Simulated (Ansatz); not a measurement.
Reaction (ligand exchange at the Sn–S bond): `C[O][SnH2][SH]` + H–F → `C[O][SnH2][F]` + H₂S

Computed with Ansatz on PBE0-D4/def2-TZVP structures; ΔE is electronic, products minus reactants. CCSD(T)/CBS is the MP2 limit (def2-TZVPP, def2-QZVPP) plus CCSD(T) − MP2 in def2-TZVPP, frozen cores. This one scheme is used for every species. def2 core potentials past Kr. For Sn outer-core shells are correlated without core-valence functions, which leaves a few kJ/mol of doubt a bond. One conformer a species, not always the lowest.

`C[O][SnH2][SH]`:

Z-matrix (Å, degrees):
```
C
O 1 1.404
H 1 1.094 2 108.3
H 1 1.099 2 112.4 3 -118.8
H 1 1.100 2 112.9 3 118.9
Sn 2 1.966 1 119.3 3 -168.5
S 6 2.383 2 105.6 1 159.6
H 6 1.710 2 105.6 1 39.7
H 6 1.704 2 109.8 1 -84.8
H 7 1.344 6 93.2 2 -67.0
```

H–F:

```xyz
2

F    -0.245   -0.176    0.347
H     0.245    0.176   -0.347
```

`C[O][SnH2][F]`:

Cartesian coordinates in Å:
```
C -0.518 0.887 -1.052
O 0.153 -0.338 -0.863
Sn 0.466 -1.030 0.928
F 1.630 0.251 1.765
H -0.712 1.005 -2.122
H -1.485 0.923 -0.531
H 0.084 1.739 -0.718
H -0.964 -0.973 1.848
H 1.346 -2.464 0.746
```

H₂S:

Z-matrix (Å, degrees):
```
S
H 1 1.341
H 1 1.341 2 92.3
```

```tsv
level	ΔE (eV)
MP2/def2-TZVPP	0.06
SCS-MP2/def2-TZVPP	-0.03
CCSD/def2-TZVPP	-0.03
HF/CBS(def2)	-0.20
```

Question: What does CCSD(T)/CBS give? (An estimate is asked.)

Answer: Ansatz gave: +0.01 eV. The listed levels differ from it by 0.05, -0.04, -0.04, -0.21 eV.

Largest T1 diagnostic among the species: 0.014.

The D4 term adds +0.07 eV with B3LYP and +0.04 eV with PBE0; it sums over pairs of atoms, weighted by their polarisabilities, and B3LYP, whose exchange is more repulsive, gets the larger term. In def2-TZVPP, CCSD(T) changes the Hartree–Fock value by +0.16 eV (the triples alone add +0.02 eV) and MP2 by +0.22 eV. From PBE to PBE0 (25 % exact exchange), in def2-TZVPP and without D4, ΔE moves by +0.06 eV.

B3LYP here is the variant with VWN-RPA as its local correlation; programs differ in this.
